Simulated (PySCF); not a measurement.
C4H9FGe.
Numbering: `[CH3:1][Ge@H:2]1[CH2:3][C@@H:4]([F:5])[CH2:6]1` (hydrogens: H7, H8, H9 on C1; H10 on Ge2; H11, H12 on C3; H13 on C4; H14, H15 on C6)

Theory: PBE0-D3(BJ)/def2-SVP geometry optimisation, gas phase in PySCF.

Entries marked ? are missing. Bonds in one row agree within 0.01 Å.

```
         coordinate    value
             C1–Ge2  1.945 Å
     Ge2–C3, Ge2–C6        ?
       C3–C4, C4–C6        ?
              C4–F5        ?
C1–H7, C1–H8, C1–H9  1.100 Å
            Ge2–H10  1.545 Å
     C3–H11, C6–H15  1.099 Å
     C3–H12, C6–H14  1.101 Å
             C4–H13  1.106 Å
          C1–Ge2–C3        ?
          C3–Ge2–C6        ?
          Ge2–C3–C4        ?
           C3–C4–F5   108.0°
           C3–C4–C6   102.3°
```

Task: Estimate the withheld lengths and angles.

Result: 
- Ge2–C3, Ge2–C6 = 1.987 Å, drawn single (ends: germanium bonded to 3 C and H; sp3 carbon bound to germanium); 0.03 Å above the sum of covalent radii, 1.96 Å.
- C3–C4, C4–C6 = 1.535 Å, drawn single (sp3 carbon bound to germanium to sp3 C–F carbon); 0.01 Å above the sum of covalent radii, 1.52 Å.
- C4–F5 = 1.388 Å, drawn single (sp3 C–F carbon to alkyl fluorine); 0.06 Å above the sum of covalent radii, 1.33 Å.
- C1–Ge2–C3 = 115.7°, at the germanium bonded to 3 C and H; the outer atoms are 3.328 Å apart.
- C3–Ge2–C6 = 73.9°, at the germanium bonded to 3 C and H, inside a 4-membered ring; the outer atoms are 2.390 Å apart.
- Ge2–C3–C4 = 87.7°, at the sp3 carbon bound to germanium, inside a 4-membered ring; the outer atoms are 2.462 Å apart.

Radii are Cordero's, carbon taken as 0.76, 0.73 or 0.69 Å for four, three, and two or fewer neighbours.

No PBE0-D3(BJ)/def2-SVP frequencies stand behind this structure, so it isn't proved a minimum. One conformer, not necessarily the lowest (C1–Ge2–C3–C4 93°, Ge2–C3–C4–F5 -89°, C3–C4–C6–Ge2 -24°, C1–Ge2–C6–C4 -92°).
